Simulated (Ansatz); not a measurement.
Born–Oppenheimer molecular dynamics of BCl₃H₂O (7 atoms, charge 0, multiplicity 1). It starts at the highest image of a converged band, a first-order saddle point between two minima.

All numbers below come from Ansatz 0.2.0, RKS r2SCAN/6-31G*.

| Item | Value |
| --- | --- |
| ensemble | NVE (velocity Verlet) |
| time step | 0.5 fs |
| steps asked | 200 |
| starting velocities drawn for | 300 K |
| seed | 8425 |

Frames 2.5 fs apart, positions in Å, forces in eV/Å.

Velocities at 35 fs (Å/ps):

```
B 4.61 -13.75 -7.68
Cl -0.58 3.55 3.70
Cl -3.37 -1.35 1.41
Cl 2.08 0.11 1.16
O 0.02 5.22 -10.61
H 11.22 -6.94 -2.37
H 4.60 -9.61 32.72
```

```xyz
7
Properties=species:S:1:pos:R:3:forces:R:3 time_fs=35 energy_less_start_eV=-0.231 T=658
B 0.093 -0.431 -0.221 -0.79 -0.62 -0.80
Cl -0.044 0.189 2.113 -0.08 1.19 1.34
Cl 1.605 0.300 -0.758 -0.27 0.02 0.09
Cl -1.518 0.064 -0.842 0.29 0.37 -0.19
O 0.115 -1.705 0.306 0.99 -1.09 -0.36
H -0.653 -2.276 0.178 -0.27 0.31 -0.31
H -0.045 -1.090 1.937 0.12 -0.19 0.22
7
Properties=species:S:1:pos:R:3:forces:R:3 time_fs=37.5 energy_less_start_eV=-0.270 T=718
B 0.102 -0.466 -0.243 -1.07 0.66 -1.25
Cl -0.046 0.198 2.123 -0.07 0.29 1.29
Cl 1.596 0.296 -0.755 -0.02 0.11 0.00
Cl -1.513 0.065 -0.839 0.25 0.35 -0.24
O 0.117 -1.694 0.279 1.17 -2.35 0.22
H -0.635 -2.285 0.163 -0.36 0.28 -0.27
H -0.030 -1.110 2.026 0.10 0.66 0.25
7
Properties=species:S:1:pos:R:3:forces:R:3 time_fs=40 energy_less_start_eV=-0.323 T=800
B 0.105 -0.497 -0.272 -1.09 1.75 -1.58
Cl -0.048 0.208 2.135 -0.07 0.24 1.28
Cl 1.587 0.293 -0.751 0.18 0.20 -0.08
Cl -1.507 0.066 -0.837 0.14 0.34 -0.31
O 0.124 -1.693 0.253 0.97 -3.45 0.64
H -0.637 -2.276 0.132 -0.21 0.32 -0.13
H -0.009 -1.096 2.130 0.07 0.60 0.18
7
Properties=species:S:1:pos:R:3:forces:R:3 time_fs=42.5 energy_less_start_eV=-0.431 T=967
B 0.102 -0.519 -0.309 -0.86 1.87 -1.37
Cl -0.049 0.219 2.150 -0.10 1.00 1.16
Cl 1.579 0.291 -0.748 0.32 0.29 -0.17
Cl -1.501 0.068 -0.835 -0.04 0.35 -0.40
O 0.134 -1.704 0.230 0.75 -3.38 0.63
H -0.653 -2.250 0.094 -0.17 0.18 0.03
H 0.017 -1.050 2.244 0.09 -0.30 0.13
7
Properties=species:S:1:pos:R:3:forces:R:3 time_fs=45 energy_less_start_eV=-0.560 T=1166
B 0.095 -0.531 -0.354 -0.40 0.89 -0.58
Cl -0.051 0.232 2.167 -0.13 1.04 0.99
Cl 1.571 0.288 -0.745 0.44 0.38 -0.27
Cl -1.495 0.070 -0.834 -0.31 0.39 -0.51
O 0.147 -1.728 0.208 0.36 -2.19 0.08
H -0.678 -2.213 0.057 -0.08 -0.03 0.19
H 0.048 -1.019 2.366 0.11 -0.47 0.10
7
Properties=species:S:1:pos:R:3:forces:R:3 time_fs=47.5 energy_less_start_eV=-0.625 T=1267
B 0.085 -0.539 -0.402 0.23 -0.47 0.41
Cl -0.053 0.245 2.185 -0.04 0.03 1.06
Cl 1.564 0.287 -0.742 0.53 0.45 -0.37
Cl -1.489 0.073 -0.834 -0.64 0.45 -0.62
O 0.161 -1.759 0.187 -0.30 -0.71 -0.71
H -0.707 -2.177 0.031 0.20 -0.18 0.36
H 0.085 -1.010 2.493 0.02 0.43 -0.13
7
Properties=species:S:1:pos:R:3:forces:R:3 time_fs=50 energy_less_start_eV=-0.606 T=1238
B 0.077 -0.548 -0.447 0.83 -1.51 1.18
Cl -0.056 0.260 2.206 0.02 -0.43 1.11
Cl 1.558 0.286 -0.740 0.56 0.47 -0.44
Cl -1.485 0.077 -0.835 -0.91 0.50 -0.68
O 0.174 -1.794 0.163 -0.70 0.58 -1.29
H -0.725 -2.153 0.026 0.26 -0.40 0.44
H 0.123 -0.978 2.613 -0.06 0.80 -0.32
7
Properties=species:S:1:pos:R:3:forces:R:3 time_fs=52.5 energy_less_start_eV=-0.616 T=1253
B 0.073 -0.567 -0.487 1.11 -1.96 1.58
Cl -0.058 0.273 2.228 -0.07 0.13 0.80
Cl 1.553 0.286 -0.739 0.53 0.41 -0.48
Cl -1.482 0.081 -0.837 -0.99 0.45 -0.67
O 0.184 -1.826 0.134 -0.69 1.36 -1.50
H -0.729 -2.152 0.048 0.08 -0.55 0.40
H 0.159 -0.904 2.715 0.02 0.16 -0.13
7
Properties=species:S:1:pos:R:3:forces:R:3 time_fs=55 energy_less_start_eV=-0.669 T=1336
B 0.075 -0.595 -0.517 0.94 -1.79 1.61
Cl -0.060 0.287 2.251 -0.23 0.79 0.33
Cl 1.549 0.286 -0.738 0.45 0.28 -0.48
Cl -1.481 0.087 -0.840 -0.80 0.29 -0.58
O 0.192 -1.854 0.100 -0.75 1.39 -1.39
H -0.726 -2.182 0.093 0.19 -0.39 0.27
H 0.196 -0.821 2.811 0.18 -0.57 0.24
7
Properties=species:S:1:pos:R:3:forces:R:3 time_fs=57.5 energy_less_start_eV=-0.763 T=1480
B 0.082 -0.633 -0.539 0.44 -0.99 1.34
Cl -0.063 0.302 2.275 -0.13 0.26 0.45
Cl 1.545 0.287 -0.738 0.34 0.08 -0.46
Cl -1.481 0.093 -0.844 -0.41 0.04 -0.46
O 0.197 -1.876 0.060 -0.77 0.75 -0.94
H -0.711 -2.235 0.153 0.44 -0.03 0.03
H 0.243 -0.765 2.918 0.08 -0.10 0.04
7
Properties=species:S:1:pos:R:3:forces:R:3 time_fs=60 energy_less_start_eV=-0.794 T=1529
B 0.092 -0.677 -0.553 -0.14 0.38 0.81
Cl -0.066 0.317 2.300 0.11 -0.50 0.83
Cl 1.542 0.288 -0.739 0.20 -0.15 -0.44
Cl -1.482 0.099 -0.849 0.01 -0.26 -0.32
O 0.200 -1.896 0.017 -0.28 -0.23 -0.29
H -0.671 -2.290 0.216 0.25 0.14 -0.18
H 0.295 -0.715 3.026 -0.16 0.60 -0.42
7
Properties=species:S:1:pos:R:3:forces:R:3 time_fs=62.5 energy_less_start_eV=-0.754 T=1466
B 0.101 -0.719 -0.564 -0.59 1.99 0.20
Cl -0.068 0.332 2.326 0.11 -0.44 0.72
Cl 1.540 0.289 -0.741 0.06 -0.37 -0.40
Cl -1.483 0.104 -0.854 0.35 -0.52 -0.19
O 0.201 -1.917 -0.027 0.38 -1.29 0.29
H -0.619 -2.338 0.268 -0.16 0.13 -0.25
H 0.338 -0.633 3.112 -0.15 0.50 -0.37
```

Of the whole run (100 fs, mean temperature of the second half 1416 K): The conserved energy stayed within 0.056 meV per atom of its start (net change 0.024 meV per atom), so the integration is sound. The kinetic energy rose, since the run started high on the potential surface and went downhill. It ends in pieces (BCl2HO + ClH), so much of that is their flight and rotation, not heat. A run of 0.1 ps of so small a system gives no equilibrium averages. The orbitals stay closed-shell, which can raise the energy where a bond breaks towards radicals; this wasn't checked here.

Run time: 3.9 min on 2 threads of AMD EPYC 9R45 96-Core Processor (Zen 5) (shared host), peak memory 0.17 GiB.
